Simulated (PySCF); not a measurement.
PySCF input for aminosilylcyclopropane (C3H9NSi), SMILES C1C(C1)[SiH2]N, TDDFT-PBE0/def2-SVPD. Geometry: B3LYP-D3(BJ)/def2-SVP. One conformer was computed; it need not be the lowest.

```python
import numpy as np
from pyscf import gto, scf, dft, tdscf

mol = gto.M(
    atom='''
    N     2.29749456    0.31044856    0.16643982
    Si    0.84285828   -0.26515662   -0.58925903
    C    -0.76646074    0.51457081   -0.03203981
    C    -1.48430748   -0.00883586    1.20008489
    C    -2.06423943   -0.26426880   -0.15796384
    H     2.74024371    1.15402409   -0.18452216
    H     2.40967791    0.24314868    1.17383894
    H     0.69731102   -1.72558649   -0.29979358
    H     1.02955763   -0.03916206   -2.05319635
    H    -0.85723269    1.59556821   -0.19605748
    H    -1.04422588   -0.85499584    1.73908345
    H    -1.98318289    0.71686412    1.84903603
    H    -2.96350403    0.28512103   -0.45078377
    H    -2.02107665   -1.28472609   -0.55354467
    ''',
    basis='def2-SVPD',
    charge=0,
    spin=0,
    max_memory=1600,
    verbose=4,
)
mf = dft.RKS(mol, xc='pbe0').density_fit(auxbasis='def2-universal-jkfit')
mf.grids.level = 3
mf.conv_tol = 1e-9
mf.max_cycle = 100
mf.kernel()
mf.grids = dft.Grids(mol).set(level=1).build(with_non0tab=True)  # coarser grid for the response kernel
td = tdscf.TDDFT(mf)
td.singlet = True
td.nstates = 10
td.conv_tol = 1e-4
td.positive_eig_threshold = 1e-6
td.kernel(x0=td.get_init_guess(mf, 15))
td.analyze()
tt = tdscf.TDA(mf)
tt.singlet = False
tt.nstates = 4
tt.conv_tol = 1e-4
tt.positive_eig_threshold = 1e-6
tt.kernel(x0=tt.get_init_guess(mf, 9))
tt.analyze(verbose=3)
```

It prints:

```
PySCF version 2.14.0

[INPUT] verbose = 4
[INPUT] num. atoms = 14
[INPUT] num. electrons = 48
[INPUT] charge = 0
[INPUT] spin (= nelec alpha-beta = 2S) = 0
[INPUT] symmetry False subgroup None
[INPUT] Mole.unit = angstrom
[INPUT] Symbol           X                Y                Z      unit          X                Y                Z       unit  Magmom
[INPUT]  1 N      2.297494560000   0.310448560000   0.166439820000 AA    4.341635491078   0.586662754166   0.314525676022 Bohr   0.0
[INPUT]  2 Si     0.842858280000  -0.265156620000  -0.589259030000 AA    1.592771311022  -0.501073391915  -1.113538183127 Bohr   0.0
[INPUT]  3 C     -0.766460740000   0.514570810000  -0.032039810000 AA   -1.448400883831   0.972397902596  -0.060546465983 Bohr   0.0
[INPUT]  4 C     -1.484307480000  -0.008835860000   1.200084890000 AA   -2.804934621843  -0.016697355475   2.267831768329 Bohr   0.0
[INPUT]  5 C     -2.064239430000  -0.264268800000  -0.157963840000 AA   -3.900847178228  -0.499395655267  -0.298508395185 Bohr   0.0
[INPUT]  6 H      2.740243710000   1.154024090000  -0.184522160000 AA    5.178310126462   2.180789471250  -0.348696346313 Bohr   0.0
[INPUT]  7 H      2.409677910000   0.243148680000   1.173838940000 AA    4.553631298314   0.459484412750   2.218234110950 Bohr   0.0
[INPUT]  8 H      0.697311020000  -1.725586490000  -0.299793580000 AA    1.317726851441  -3.260885870350  -0.566527760103 Bohr   0.0
[INPUT]  9 H      1.029557630000  -0.039162060000  -2.053196350000 AA    1.945581950156  -0.074005567874  -3.879978781457 Bohr   0.0
[INPUT] 10 H     -0.857232690000   1.595568210000  -0.196057480000 AA   -1.619935009124   3.015186929963  -0.370494941872 Bohr   0.0
[INPUT] 11 H     -1.044225880000  -0.854995840000   1.739083450000 AA   -1.973300925383  -1.615707975242   3.286391428264 Bohr   0.0
[INPUT] 12 H     -1.983182890000   0.716864120000   1.849036030000 AA   -3.747672517023   1.354676855327   3.494171691153 Bohr   0.0
[INPUT] 13 H     -2.963504030000   0.285121030000  -0.450783770000 AA   -5.600210985745   0.538800659054  -0.851857866699 Bohr   0.0
[INPUT] 14 H     -2.021076650000  -1.284726090000  -0.553544670000 AA   -3.819281345253  -2.427780455183  -1.046047824013 Bohr   0.0

nuclear repulsion = 226.855517387413
number of shells = 78
number of NR pGTOs = 252
number of NR cGTOs = 176
basis = def2-SVPD
ecp = {}


[settings echo left out]
init E= -463.738308428237
  HOMO = -0.309488059208384  LUMO = -0.0274923440973209  gap/eV = 7.67349
cycle= 1 E= -463.393755564381  delta_E= 0.345  |g|= 0.442  |ddm|= 4.77
  HOMO = -0.18496409799834  LUMO = 0.0295141729526702  gap/eV = 5.83625
cycle= 2 E= -463.364935922373  delta_E= 0.0288  |g|= 0.571  |ddm|= 1.55
  HOMO = -0.266407276450146  LUMO = 0.013870407219434  gap/eV = 7.62674
cycle= 3 E= -463.441872627653  delta_E= -0.0769  |g|= 0.0412  |ddm|= 0.839
  HOMO = -0.262011068715674  LUMO = 0.0153704958409522  gap/eV = 7.54794
cycle= 4 E= -463.442158879648  delta_E= -0.000286  |g|= 0.0245  |ddm|= 0.094
  HOMO = -0.263060146970901  LUMO = 0.0152385796218857  gap/eV = 7.57289
cycle= 5 E= -463.442306241835  delta_E= -0.000147  |g|= 0.00424  |ddm|= 0.0341
  HOMO = -0.263147458711343  LUMO = 0.0151524079663687  gap/eV = 7.57293
cycle= 6 E= -463.442310706359  delta_E= -4.46e-06  |g|= 0.000799  |ddm|= 0.0107
  HOMO = -0.263140569476557  LUMO = 0.0151643876576544  gap/eV = 7.57306
cycle= 7 E= -463.442310853083  delta_E= -1.47e-07  |g|= 0.000308  |ddm|= 0.00184
  HOMO = -0.263150828675319  LUMO = 0.0151617875574872  gap/eV = 7.57327
cycle= 8 E= -463.442310876144  delta_E= -2.31e-08  |g|= 5.18e-05  |ddm|= 0.00056
  HOMO = -0.263146734027813  LUMO = 0.0151637240803684  gap/eV = 7.57321
cycle= 9 E= -463.44231087688  delta_E= -7.36e-10  |g|= 8.65e-06  |ddm|= 0.000138
  HOMO = -0.263146743049581  LUMO = 0.0151631888728363  gap/eV = 7.57320
Extra cycle  E= -463.442310876881  delta_E= -1.48e-12  |g|= 8.66e-06  |ddm|= 4.22e-05
converged SCF energy = -463.442310876881
tot grids = 49320
Overwritten attributes  positive_eig_threshold  of <class 'pyscf.tdscf.rks.TDDFT'>


******** <class 'pyscf.tdscf.rks.TDDFT'> for <class 'pyscf.df.df_jk.DFRKS'> ********
nstates = 10 singlet
deg_eia_thresh = 1.000e-03
wfnsym = None
conv_tol = 0.0001
eigh lindep = 1e-12
eigh level_shift = 0
eigh max_cycle = 100


Excitation energies (eV)
[6.20893181 7.17140551 7.5227859  7.55485089 7.65327827 7.77361295
 7.89843578 7.96735335 8.02810635 8.15830861]

** Singlet excitation energies and oscillator strengths **
Excited State   1:      6.20893 eV    199.69 nm  f=0.0344
      24 -> 25       -0.69802
Excited State   2:      7.17141 eV    172.89 nm  f=0.0026
      24 -> 26        0.68389
Excited State   3:      7.52279 eV    164.81 nm  f=0.0245
      23 -> 25       -0.46563
      24 -> 27       -0.49385
Excited State   4:      7.55485 eV    164.11 nm  f=0.0128
      23 -> 25       -0.48669
      24 -> 27        0.46237
      24 -> 29       -0.13765
Excited State   5:      7.65328 eV    162.00 nm  f=0.0287
      24 -> 28       -0.66716
      24 -> 29        0.18784
Excited State   6:      7.77361 eV    159.49 nm  f=0.0398
      23 -> 25       -0.17496
      24 -> 28        0.16442
      24 -> 29        0.61305
      24 -> 30       -0.13986
      24 -> 31        0.12352
Excited State   7:      7.89844 eV    156.97 nm  f=0.0082
      24 -> 29       -0.15511
      24 -> 30       -0.51380
      24 -> 31        0.36401
      24 -> 32       -0.15820
Excited State   8:      7.96735 eV    155.62 nm  f=0.0209
      22 -> 25        0.60501
      23 -> 26        0.11207
      24 -> 30        0.13508
      24 -> 31        0.17737
      24 -> 32       -0.19276
Excited State   9:      8.02811 eV    154.44 nm  f=0.0099
      22 -> 25        0.10101
      23 -> 26       -0.67437
Excited State  10:      8.15831 eV    151.97 nm  f=0.0329
      21 -> 25        0.18363
      22 -> 25       -0.30174
      24 -> 30        0.29255
      24 -> 31        0.20198
      24 -> 32       -0.46025

** Transition electric dipole moments (AU) **
state          X           Y           Z        Dip. S.      Osc.
  1         0.3750     -0.2465     -0.1562      0.2258      0.0344
  2         0.0539      0.0342      0.1034      0.0148      0.0026
  3         0.3540      0.0246      0.0823      0.1327      0.0245
  4         0.1461      0.0413     -0.2147      0.0692      0.0128
  5         0.0328      0.3899     -0.0049      0.1531      0.0287
  6         0.4246      0.1505     -0.0791      0.2091      0.0398
  7        -0.1338      0.0391      0.1518      0.0425      0.0082
  8        -0.2303     -0.2327      0.0123      0.1073      0.0209
  9         0.1046     -0.0113      0.1982      0.0503      0.0099
 10         0.3935     -0.0784     -0.0615      0.1648      0.0329

** Transition velocity dipole moments (imaginary part, AU) **
state          X           Y           Z        Dip. S.      Osc.
  1         0.0905     -0.0558     -0.0376      0.0127      0.0371
  2         0.0127      0.0084      0.0246      0.0008      0.0021
  3         0.1023      0.0079      0.0206      0.0110      0.0264
  4         0.0413      0.0108     -0.0567      0.0050      0.0121
  5         0.0052      0.1094      0.0000      0.0120      0.0284
  6         0.1263      0.0460     -0.0229      0.0186      0.0434
  7        -0.0412      0.0119      0.0462      0.0040      0.0091
  8        -0.0677     -0.0744      0.0030      0.0101      0.0231
  9         0.0285     -0.0053      0.0593      0.0044      0.0099
 10         0.1220     -0.0329     -0.0210      0.0164      0.0365

** Transition magnetic dipole moments (imaginary part, AU) **
state          X           Y           Z
  1        -0.1739     -0.3116      0.7563
  2         0.0725      0.1852     -0.1299
  3        -0.2591      0.0880      0.2553
  4        -0.3452     -0.1470     -0.1900
  5        -0.0422      0.0481     -0.1171
  6        -0.2977      0.6582     -0.2690
  7        -0.0292     -0.3166     -0.2573
  8         0.0438     -0.4761     -0.1552
  9         0.2057      0.2939      0.1922
 10         0.4076      0.3311     -0.2757
Overwritten attributes  positive_eig_threshold  of <class 'pyscf.tdscf.rks.TDA'>


******** <class 'pyscf.tdscf.rks.TDA'> for <class 'pyscf.df.df_jk.DFRKS'> ********
nstates = 4 triplet
deg_eia_thresh = 1.000e-03
wfnsym = None
conv_tol = 0.0001
eigh lindep = 1e-12
eigh level_shift = 0
eigh max_cycle = 100


Excitation energies (eV)
[5.85995167 6.98516608 7.30538829 7.36191244]

** Triplet excitation energies and oscillator strengths **
Excited State   1:      5.85995 eV    211.58 nm  f=0.0000
Excited State   2:      6.98517 eV    177.50 nm  f=0.0000
Excited State   3:      7.30539 eV    169.72 nm  f=0.0000
Excited State   4:      7.36191 eV    168.41 nm  f=0.0000
```

The calculation finished and met its thresholds.
